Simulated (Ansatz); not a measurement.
A structure relaxed at B3LYP-D4/def2-TZVP in Ansatz, charge 1, doublet:

```xyz
4

B     1.443    0.491    1.150
B    -0.954    0.441   -0.822
B    -0.712   -1.009   -0.504
B     0.223    0.077    0.176
```

Task: Give its formula and point group.

Result: B4⁺. Point group C2v (tolerance 0.1 Å).

Task: Summarise the bond lengths by kind (pairs closer than 1.2 times the sum of covalent radii, bridged metal pairs left out).

Result: 4 × B–B 1.50 to 1.62 Å.

Another isomer (doublet) lies 1.40 eV lower at PBE0-D4/def2-TZVP; other spin states weren't run for this one.
